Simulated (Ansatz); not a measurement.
`CBNC[SiH3]` + `OB(O)Cl` → `OB(Cl)O[SiH3]` + `CBNC`  (ligand exchange at the Si–C bond)

Isolated molecules relaxed with PBE0-D4/def2-TZVP in Ansatz; ΔE leaves out vibrations. CCSD(T)/CBS adds triple-zeta CCSD(T) − MP2 to the extrapolated MP2 energy (def2 sets, frozen cores). Functionals use def2-TZVPP. One conformer a species, not always the lowest.

| level | ΔE (kJ/mol) |
| --- | --- |
| PBE | -89.2 |
| HF/def2-TZVPP | -126.1 |
| CCSD/def2-TZVPP | -106.5 |
| CCSD(T)/def2-TZVPP | -103.5 |

What does CCSD(T)/CBS give? (Best estimate.)

Computed: -104.2 kJ/mol. The listed levels differ from it by 15.0, -21.9, -2.3, 0.7 kJ/mol.

Largest T1 diagnostic among the species: 0.012.

In def2-TZVPP, CCSD(T) changes the Hartree–Fock value by +22.6 kJ/mol (the triples alone add +3.0 kJ/mol) and MP2 by +20.9 kJ/mol. From PBE to PBE0 (25 % exact exchange), in def2-TZVPP and without D4, ΔE moves by −5.7 kJ/mol.
